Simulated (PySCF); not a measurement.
A calculated (revPBE, PySCF 2.14, def2-QZVPPD, no relativity, point nucleus) atom or ion has these occupied shells.

| shell | electrons | orbital energy (eV) | rms radius, mean of both spins (bohr) |
| --- | --- | --- | --- |
| 1s | 2 | -8757.5 | 0.0612 |
| 2s | 2 | -1049.1 | 0.259 |
| 2p | 6 | -920.84 | 0.230 |
| 3s | 2 | -119.50 | 0.777 |
| 3p | 6 | -79.607 | 0.822 |
| 3d | 10 | -13.621 | 1.18 |

**Question.** Name the element and its charge.

**Answer.** Cu⁺ (copper, charge +1), in [Ar] 3d10, closed-shell 1S.
